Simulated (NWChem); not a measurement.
C₂H₅ISi; SMILES [SiH3]/C=C\I

All runs: NWChem. Coordinates come from a PBE0/def2-SVP optimisation. def2 effective core potentials on I; no spin-orbit coupling.

For level PBE/STO-3G (all-electron, non-relativistic):

```
Item                         Result
---------------------------  ------
highest occupied level (eV)   -3.63
orbital gap (eV)               5.39
dipole (D)                     1.32
```

Q: How do the values read with level PBE/def2-SVP (core potentials) instead?

A: 
| Property | Result |
|---|---|
| highest occupied level (eV) | -6.07 |
| orbital gap (eV) | 4.26 |
| dipole (D) | 0.99 |
